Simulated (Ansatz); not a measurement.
def2 core potentials replace the inner electrons of Sb.

Cartesian coordinates (Å):
SMILES: [CH]([Sb]([OH])[OH])=C
```xyz
10

C     -2.0013    -0.0823    -0.4221
C     -0.7069     0.2480    -0.4554
Sb     0.5916     0.1101     1.2597
O      1.8649     1.3415     0.3132
O      1.4607    -1.6303     0.7871
H     -2.4904    -0.4470     0.4901
H     -2.6446    -0.0083    -1.3074
H     -0.2405     0.6252    -1.3753
H      2.6142     1.5648     0.8838
H      1.5523    -1.7218    -0.1739
```
Charge 0, spin multiplicity 1.

Calculation: Ansatz (a first-principles code) with frozen-core CCSD(T)/def2-TZVPP // B3LYP-D3(BJ)/def2-SVP.

```yaml
HF energy: -467.72897 Ha
MP2 correlation energy: -1.16227 Ha
```

**Question.** Estimate the CCSD correlation energy, the (T) correction, the total energy and the T1 diagnostic.

**Answer.** 
| Quantity | Value |
|---|---|
| CCSD correlation energy | -1.17003 Ha |
| (T) correction | -0.04675 Ha |
| CCSD(T) total energy | -468.94575 Ha |
| T1 diagnostic | 0.015 |
